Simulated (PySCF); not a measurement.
MoF₅H, SMILES [F][MoH]([F])([F])([F])[F], multiplicity 1.

Geometry: B3LYP-D3(BJ)/def2-SVP. The geometry has at least one imaginary mode, so it is a saddle point at that level. The spin state was assumed, not searched. The structure was generated by enumeration; whether it is a known compound was not checked. The def2 effective core potentials stand for the cores of Mo; spin–orbit coupling is left out.

Computed with PySCF with M06-2X/def2-TZVP.

The molecule is in vacuum.

Computed frontier levels, gap, dipole moment and polarisability:
| Quantity | Result |
|---|---|
| highest occupied level | -11.52 eV |
| lowest empty level | -4.91 eV |
| orbital gap | 6.60 eV |
| dipole moment | 0.71 D |
| quadrupole, principal values (traceless, Buckingham form, about the centre of nuclear charge) | -0.33, -0.33, 0.67 D·Å |
| mean static polarisability | 45.4 bohr³ (6.73 Å³) |
| polarisability, principal values | 44.2, 44.2, 47.9 bohr³ |
